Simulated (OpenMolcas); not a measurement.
An OpenMolcas run meant for Cu IV (ANO-R2, X2C; inactive shells 1s 2s 2p 3s 3p; intended active space 8 electrons in 5 orbitals (3d)). One step of its input:

```
&CASPT2
Multistate=10 1 2 3 4 5 6 7 8 9 10
Frozen=2 3
IPEA=0.25
Shift=5.0
MaxIter=60
WThr=0.0 0.3 0.05
PrWF=0.5
NoMix
```

The run finished. Its levels beside those of a sound run (SS-CASPT2, IPEA 0.25 Eh, imaginary shift 0.1 Eh (closed shells correlated: 3s 3p)), in cm⁻¹ above each run's lowest level:

```
  Level  This run  Usual run
3d⁸ ³F₄       0.0        0.0
3d⁸ ³F₃      1840       1841
3d⁸ ³F₂      3055       3046
3d⁸ ¹D₂     16504      15672
3d⁸ ³P₂     20521      19821
3d⁸ ³P₁     20944      20265
3d⁸ ³P₀     21282      20598
3d⁸ ¹G₄     27471      27009
3d⁸ ¹S₀     63914      61680
```

Question: Which setting is unsound, and how much does it matter here?

Answer: The level shift is far above the usual 0.1 to 0.3 hartree and damps the second-order energy. Against the sound run the excited levels shown move by 700 cm-1 on average and by 2200 cm-1 at most.

Term energies are means over components that CASPT2 splits; among the terms shown or strongly mixed into the levels shown the widest spread is 730 cm-1 (3d⁸ ³F, the sound run). Only configurations of the active space appear.
